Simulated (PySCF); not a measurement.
**HSbO: from structure and modes to constants**

All numbers come from PBE0/[Sb def2-TZVP with ECP28, O def2-TZVP, H def2-TZVP], scalar-relativistic core potentials, density fitting, no spin–orbit coupling, PySCF.

The singlet minimum has Cs symmetry. Masses (u): Sb 120.90382, O 15.99492, H 1.00782.

```xyz
3
charge 0 multiplicity 1, angstrom
Sb    0.1496    0.0000   -0.1445
O    -1.2252    0.0000    1.0311
H     1.5011    0.0000    0.9670
```

Harmonic wavenumbers (cm⁻¹): 702.8 (a', ×1), 870.8 (a', ×1), 1814.1 (a', ×1).

**Question.** Find the vibrational entropy and heat capacity at 298.15 K.

**Answer.** With u = 1.43878 ω/T, each mode gives S = R[u/(eᵘ−1) − ln(1−e⁻ᵘ)] and C = R u² eᵘ/(eᵘ−1)².
```json
{"ω (cm⁻¹)": "702.8", "u": "3.392", "S (J/(mol K))": "1.27", "C (J/(mol K))": "3.45"}
{"ω (cm⁻¹)": "870.8", "u": "4.202", "S (J/(mol K))": "0.66", "C (J/(mol K))": "2.26"}
{"ω (cm⁻¹)": "1814.1", "u": "8.754", "S (J/(mol K))": "0.01", "C (J/(mol K))": "0.10"}
```
The sums over all modes are S = 1.9 and C = 5.8 J/(mol K); the softest mode gives 65 % of the entropy.

**Question.** Give the standard entropy (298.15 K, 1 bar) by its translational, rotational, vibrational and spin parts, and Cp.

**Answer.** Sackur–Tetrode with M = 137.91 u gives 170.3; rotation with symmetry number 1 gives 85.2; vibration 1.9; spin R ln 1 = 0.0. The total is 257.4 J/(mol K), and Cp = 4 R + 5.8 = 39.1 J/(mol K).

This need not be the most stable arrangement of these atoms.
